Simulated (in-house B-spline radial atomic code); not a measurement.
RPA and G0W0 on BLYP: the selenium ion Se⁶⁺

Configuration [Ar] 3d10, mean-field start BLYP. Computed with a B-spline radial code for spherical atoms: all electrons, scalar-relativistic (spin-free one-electron X2C), finite nucleus, each spin shell either full or empty, empty states to l = 9 with an (l + 1/2)⁻⁴ tail; G0W0 by contour deformation at full frequency.

Command:
```bash
python run_gw.py task.json out
```
Settings (radii: box in bohr, nucleus in fm):
```
Z                        34
electrons                28
configuration            [Ar] 3d10
hamiltonian              x2c
method                   b88,lyp
lmax                     9
rms_radius               4.14
spin_polarised           False
box_radius               9.29
intervals                67
```

Run time, properties included: 1.6 s on 1 thread of Arm Neoverse V2, on a shared host.

Energies (hartree):

```
                                     term        value
                         mean-field total  -2420.56933
Hartree-Fock functional on these orbitals  -2418.98529
                      direct second order      -2.4485
                    second-order exchange      0.71085
                         SOSEX correction      0.65966
```

**Question.** What is the RPA correlation energy, and what remains with SOSEX?

**Answer.** RPA gives -2.1479 hartree (-2.09 eV per electron); RPA + SOSEX gives -1.4882, and the second-order doubles -1.7377 hartree (no singles). RPA lacks exchange-type terms and so overcorrelates at short range.

Quasi-particle levels (eV):

```tsv
level	occupied	mean field	Σx - vxc	Σc	QP weight	G0W0
3d	yes	-139.77	-18.68	?	?	?
4s	no	-90.53	9.88	-1.48	0.991	-82.14
```

G0W0 = mean field + (Σx - vxc) + Σc, with Σc (partial-wave tail included) taken at the quasi-particle energy. Only the outer levels were computed. Levels of low weight are left out.

**Question.** Where does G0W0 put 3d?

**Answer.** At -155.93 eV, with Σc = 2.52 eV and a quasi-particle weight of 0.958. The tabulated removal energy is 155.327 ± 0.012 eV (NIST, measured); the calculation leaves out spin-orbit coupling, Breit and QED terms, and what these don't explain is the method's own error.
